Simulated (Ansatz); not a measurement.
Pulling the pair apart

The pair of H₂ (SMILES [H][H], atoms 1–2) and SiNH₅ (SMILES [SiH3]N, atoms 3–9), both closed shells, in one local arrangement (a lower one may exist), relaxed at PBE0-D4/def2-TZVP:

```tsv
atom	x (Å)	y (Å)	z (Å)
H1	-0.1056	0.4081	-3.1096
H2	0.0703	0.1991	-2.4125
Si3	-0.4730	0.2428	1.1038
N4	0.7016	-0.5460	0.1213
H5	-0.3469	1.7052	0.8763
H6	-1.8139	-0.2373	0.6820
H7	-0.3547	0.0063	2.5739
H8	0.6638	-1.5476	0.0163
H9	1.6585	-0.2308	0.1485
```

SiNH₅ is shifted rigidly along the line between the mean atom positions of the two fragments (negative: closer). Counterpoise interaction energies in kJ/mol. Ansatz 0.2.0; basis: def2-TZVPPD; cores frozen in the correlated methods.

| shift (Å) | HF | PBE0-D4 | PBE-D4 |
| --- | --- | --- | --- |
| -0.36 | 6.6 | -1.3 | -2.0 |
| -0.18 | 3.1 | -3.0 | -3.5 |
| 0.00 | 1.1 | -3.5 | -4.0 |
| 0.18 | 0.1 | -3.5 | -3.9 |
| 0.43 | -0.6 | -3.1 | -3.4 |
| 0.89 | -0.7 | -2.0 | -2.2 |
| 1.78 | -0.3 | -0.8 | -0.8 |
| 3.56 | -0.1 | -0.2 | -0.2 |

Problem. What does CCSD(T) give at these shifts? (An estimate is asked for; the value comes from the calculation.)

Solution. By the calculation: 1.4, -0.9, -1.9, -2.2, -2.1, -1.5, -0.6, -0.1 kJ/mol. For zero shift, CCSD(T) at an estimated basis limit (MP2 extrapolated from triple and quadruple zeta, plus CCSD(T) − MP2 in triple zeta) gives -2.3 kJ/mol. These are counterpoise interaction energies, counted from the two frozen fragments.

The T1 diagnostic stays at or below 0.010.

For scale, one of the runs: CCSD(T)/def2-TZVPPD, 204 basis functions, launched by `ansatz run in.yaml --threads 2 --pin off --events-out ev --progress --plain --max-ram 5222MiB`. Time: 11 s of wall clock on 2 CPU threads of an AMD EPYC 9R45; the host was shared. Peak host memory: 2.5 GiB.
